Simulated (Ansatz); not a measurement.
Geometry optimisation of `FBN([SiH3])[SiH3]`.

```yaml
crystal:
  periodic: [false, false, false]
  atoms:
    - {symbol: F, position_ang: [0.702690, 2.386990, 0.447660]}
    - {symbol: B, position_ang: [0.022240, 1.343870, 0.927670]}
    - {symbol: N, position_ang: [-0.028710, 0.174030, 0.163010]}
    - {symbol: Si, position_ang: [-0.869150, -1.266290, 0.695530]}
    - {symbol: Si, position_ang: [0.826410, 0.204750, -1.383440]}
    - {symbol: H, position_ang: [-0.499980, 1.480010, 1.967060]}
    - {symbol: H, position_ang: [0.115020, -2.351160, 0.748060]}
    - {symbol: H, position_ang: [-1.922120, -1.546220, -0.284630]}
    - {symbol: H, position_ang: [-1.434060, -1.003720, 2.015870]}
    - {symbol: H, position_ang: [0.324860, 1.332120, -2.163730]}
    - {symbol: H, position_ang: [0.505450, -1.068660, -2.027430]}
    - {symbol: H, position_ang: [2.257340, 0.314290, -1.105640]}
basis:
  gaussian: {orbitals: def2-TZVP}
hamiltonian: {xc: pbe0, dispersion: d4}
relax: {f_tol: 0.005, max_steps: 150}
```

```sh
$ ansatz run in.yaml --threads 4 --pin off --events-out ev --progress --plain
```

Output, abridged:

```
Functional definition: PBE0
mean field -20746.32462964 eV, -762.4133677752 hartree, gradient 5.8e-5 eV, S^2 0.000000; 0 other end points of the search recorded, 0 dependent functions left out
relax step   1: F+E_penalty+E_count = -20746.56932218 eV  Δ(F+E_penalty+E_count) = +0.000e0 eV  max|allowed force component| = 7.462e-1 eV/Å  Δτ_max = 0.0000 Å  (26 SCF iters, accepted)
mean field -20746.38914404 eV, -762.4157386360 hartree, gradient 1.9e-5 eV, S^2 0.000000; 0 other end points of the search recorded, 0 dependent functions left out
relax step   2: F+E_penalty+E_count = -20746.63235422 eV  Δ(F+E_penalty+E_count) = -6.303e-2 eV  max|allowed force component| = 2.362e-1 eV/Å  Δτ_max = 0.0666 Å  (30 SCF iters, accepted)
mean field -20746.39077183 eV, -762.4157984559 hartree, gradient 1.8e-5 eV, S^2 0.000000; 0 other end points of the search recorded, 0 dependent functions left out
relax step   3: F+E_penalty+E_count = -20746.63397035 eV  Δ(F+E_penalty+E_count) = -1.616e-3 eV  max|allowed force component| = 2.443e-1 eV/Å  Δτ_max = 0.0283 Å  (30 SCF iters, accepted)
mean field -20746.39598837 eV, -762.4159901604 hartree, gradient 1.6e-5 eV, S^2 0.000000; 0 other end points of the search recorded, 0 dependent functions left out
relax step   4: F+E_penalty+E_count = -20746.63939919 eV  Δ(F+E_penalty+E_count) = -5.429e-3 eV  max|allowed force component| = 6.523e-2 eV/Å  Δτ_max = 0.0435 Å  (30 SCF iters, accepted)
mean field -20746.39571910 eV, -762.4159802648 hartree, gradient 1.6e-5 eV, S^2 0.000000; 0 other end points of the search recorded, 0 dependent functions left out
relax step   5: F+E_penalty+E_count = -20746.63916103 eV  Δ(F+E_penalty+E_count) = +2.382e-4 eV  max|allowed force component| = 3.579e-2 eV/Å  Δτ_max = 0.0356 Å  (30 SCF iters, rejected (line search))
mean field -20746.39642415 eV, -762.4160061749 hartree, gradient 1.7e-5 eV, S^2 0.000000; 0 other end points of the search recorded, 0 dependent functions left out
relax step   6: F+E_penalty+E_count = -20746.63985578 eV  Δ(F+E_penalty+E_count) = -4.566e-4 eV  max|allowed force component| = 1.545e-2 eV/Å  Δτ_max = 0.0178 Å  (30 SCF iters, accepted)
mean field -20746.39656014 eV, -762.4160111724 hartree, gradient 1.7e-5 eV, S^2 0.000000; 0 other end points of the search recorded, 0 dependent functions left out
relax step   7: F+E_penalty+E_count = -20746.63999715 eV  Δ(F+E_penalty+E_count) = -1.414e-4 eV  max|allowed force component| = 2.173e-2 eV/Å  Δτ_max = 0.0197 Å  (30 SCF iters, accepted)
mean field -20746.39662265 eV, -762.4160134696 hartree, gradient 1.7e-5 eV, S^2 0.000000; 0 other end points of the search recorded, 0 dependent functions left out
relax step   8: F+E_penalty+E_count = -20746.64007255 eV  Δ(F+E_penalty+E_count) = -7.540e-5 eV  max|allowed force component| = 2.312e-2 eV/Å  Δτ_max = 0.0137 Å  (31 SCF iters, accepted)
mean field -20746.39667599 eV, -762.4160154299 hartree, gradient 1.7e-5 eV, S^2 0.000000; 0 other end points of the search recorded, 0 dependent functions left out
relax step   9: F+E_penalty+E_count = -20746.64012937 eV  Δ(F+E_penalty+E_count) = -5.682e-5 eV  max|allowed force component| = 1.386e-2 eV/Å  Δτ_max = 0.0176 Å  (30 SCF iters, accepted)
mean field -20746.39670680 eV, -762.4160165620 hartree, gradient 2.4e-5 eV, S^2 0.000000; 0 other end points of the search recorded, 0 dependent functions left out
relax step  10: F+E_penalty+E_count = -20746.64014973 eV  Δ(F+E_penalty+E_count) = -2.036e-5 eV  max|allowed force component| = 6.542e-3 eV/Å  Δτ_max = 0.0081 Å  (23 SCF iters, accepted)
mean field -20746.39671065 eV, -762.4160167037 hartree, gradient 1.9e-5 eV, S^2 0.000000; 0 other end points of the search recorded, 0 dependent functions left out
relax step  11: F+E_penalty+E_count = -20746.64014592 eV  Δ(F+E_penalty+E_count) = +3.809e-6 eV  max|allowed force component| = 1.311e-2 eV/Å  Δτ_max = 0.0043 Å  (23 SCF iters, rejected (line search))
mean field -20746.39671741 eV, -762.4160169522 hartree, gradient 1.5e-5 eV, S^2 0.000000; 0 other end points of the search recorded, 0 dependent functions left out
relax step  12: F+E_penalty+E_count = -20746.64015828 eV  Δ(F+E_penalty+E_count) = -8.550e-6 eV  max|allowed force component| = 3.182e-3 eV/Å  Δτ_max = 0.0021 Å  (22 SCF iters, accepted)
mean field -20746.39671741 eV, -762.4160169522 hartree, gradient 1.5e-5 eV, S^2 0.000000; 1 other end points of the search recorded, 0 dependent functions left out
Total energy: -20746.64019737 eV, -762.4249646755 hartree
Atom 0 at     0.720937     2.419914     0.529967 Å, force     0.001444     0.000630     0.000102 eV/Å
Atom 1 at     0.041039     1.355993     0.975288 Å, force    -0.003182    -0.001503    -0.000634 eV/Å
Atom 2 at    -0.006339     0.201574     0.169349 Å, force    -0.000132    -0.000677     0.000155 eV/Å
Atom 3 at    -0.873205    -1.231206     0.674828 Å, force     0.000192     0.000814     0.001383 eV/Å
Atom 4 at     0.824907     0.204099    -1.381076 Å, force     0.001054     0.000598    -0.000425 eV/Å
Atom 5 at    -0.495184     1.440346     2.040694 Å, force     0.001309     0.000227     0.000175 eV/Å
Atom 6 at     0.057313    -2.386869     0.743743 Å, force    -0.000225    -0.000012     0.000058 eV/Å
Atom 7 at    -1.941368    -1.549885    -0.306921 Å, force     0.000789    -0.000470    -0.000215 eV/Å
Atom 8 at    -1.467839    -0.977030     2.008098 Å, force    -0.000463     0.000148    -0.000307 eV/Å
Atom 9 at     0.272172     1.247964    -2.276561 Å, force     0.000059    -0.000454     0.000224 eV/Å
Atom 10 at     0.586139    -1.136506    -1.976944 Å, force    -0.000312     0.000729    -0.000361 eV/Å
Atom 11 at     2.281418     0.411616    -1.200474 Å, force    -0.000533    -0.000031    -0.000155 eV/Å
Dipole moment:    -0.078845    -0.246540    -0.043614 e Å
```

It took 37 s on 4 threads of a server CPU on a shared host, with 0.61 GiB of host memory at the peak.
